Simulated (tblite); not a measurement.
C₄H₂FOS (doublet state).
Z-matrix (Å and degrees, GFN2-xTB geometry), rows numbered from 1:
```
F 
C   1  1.3364
C   2  1.3610  1  127.43
O   3  1.3526  2  108.32  1   179.82
C   4  1.3197  3  108.85  2     1.19
C   5  1.3775  4  111.07  3    -4.95
S   6  1.7405  2  126.63  1     2.08
H   3  1.0704  2  132.59  1    -3.65
H   7  1.3376  6   95.08  2    24.79
```

The geometry is computed with GFN2-xTB (gas phase). This method treats the open shell by occupation alone, without spin polarisation.

Masses are those of the commonest isotopes; rigid-rotor values at the optimised geometry. The values belong to one conformer with, in the numbering `[F:1][c:2]1[cH:3][o:4][c:5][c:6]1[SH:7]`, C5–C6–S7–H -149°.

(1) What are A, B and C (MHz)?

(2) What kind of rotor is it?

(3) What does the inertial defect say?

(4) Give the other two planar moments, Paa and Pbb, and the rms extents of the mass along the axes.

(5) Give the coordinates in the principal-axis frame, origin at the centre of mass.

(6) Where do the levels up to J = 4 lie, in MHz?

Results:

(1) Ia = 136.51, Ib = 249.34, Ic = 385.06 u·Å²; 505379 MHz·u·Å²/I gives A = 3702, B = 2027, C = 1312 MHz.

(2) An asymmetric top: κ = (2 × 2027 − 3702 − 1312)/(3702 − 1312) = -0.40.

(3) Not planar: Δ = Ic − Ia − Ib = -0.79 u·Å². For a rigid frame Δ = −2 Σ m c², so Σ m c² = 0.40 u·Å² lies off the ab plane: 0.33 from hydrogen and 0.07 from heavier atoms. The atom farthest from that plane is 0.57 Å away.

(4) Paa = Σ m a² = (Ib + Ic − Ia)/2 = 248.95 and Pbb = Σ m b² = (Ia + Ic − Ib)/2 = 136.12 u·Å². With the mass M = 116.98 u, the rms extents √(P/M) along a, b and c are 1.46, 1.08, 0.06 Å.

(5) The sense of each axis is arbitrary; atoms in the order of the calculation.
| atom | mass (u) | a (Å) | b (Å) | c (Å) |
| --- | --- | --- | --- | --- |
| F1 | 18.998 | -0.207 | 2.002 | 0.002 |
| C2 | 12.000 | -0.587 | 0.720 | 0.007 |
| C3 | 12.000 | -1.858 | 0.234 | -0.023 |
| O4 | 15.995 | -1.797 | -1.117 | -0.007 |
| C5 | 12.000 | -0.531 | -1.486 | 0.058 |
| C6 | 12.000 | 0.307 | -0.395 | -0.023 |
| S7 | 31.972 | 2.046 | -0.333 | -0.022 |
| H8 | 1.008 | -2.816 | 0.711 | -0.007 |
| H9 | 1.008 | 2.121 | 0.865 | 0.568 |

(6) Above 0(0,0):
J = 1: 1(0,1) 3339, 1(1,1) 5014, 1(1,0) 5729
J = 2: 2(0,2) 9834, 2(1,2) 10979, 2(1,1) 13122, 2(2,1) 18147, 2(2,0) 18332
J = 3: 3(0,3) 19183, 3(1,3) 19822, 3(1,2) 24077, 3(2,2) 28165, 3(2,1) 29018, 3(3,1) 38431, 3(3,0) 38462
J = 4: 4(0,4) 31156, 4(1,4) 31456, 4(1,3) 38393, 4(2,3) 41377, 4(2,2) 43610, 4(3,2) 52082, 4(3,1) 52289, 4(4,1) 66057, 4(4,0) 66061

For this open shell read J as N, the rotation without spin; fine and hyperfine splittings come on top. Its GFN2-xTB frequencies are all real (lowest 178 cm⁻¹). Zero-point vibration and centrifugal distortion are left out.

Time: 0.24 s. Hardware: one thread, Arm Neoverse V2 (aarch64), on a shared host. These figures are those of the optimisation.
